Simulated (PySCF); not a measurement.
The numbers are results of r2SCAN-D4/def2-TZVP run with PySCF, not measurements. Isolated molecules, 0 K electronic values unless said otherwise. One relaxed conformer stands for a flexible species; it need not be the lowest. Excitations are Tamm–Dancoff values on a coarser integration grid. The basis has no diffuse functions, so Rydberg states are missing or too high.

Reference species (SMILES): `[NH2][In]([F])[F]` (neutral, multiplicity 1).

The HOMO is -7.36 eV. The HOMO–LUMO gap is 4.36 eV and the T1 excitation (TDA) is 3.76 eV.

Changed species: `[F][In]([F])[F]` (0 of 3 F replaced by NH2; the reference has 1 of 3 F replaced by NH2).

Question: Predict the effect on the HOMO, HOMO–LUMO gap and T1 excitation (TDA).

Answer: the HOMO decreases by 2.27 eV, to -9.63 eV; the HOMO–LUMO gap goes up by 1.09 eV, to 5.45 eV; the T1 excitation (TDA) rises by 1.30 eV, to 5.06 eV.
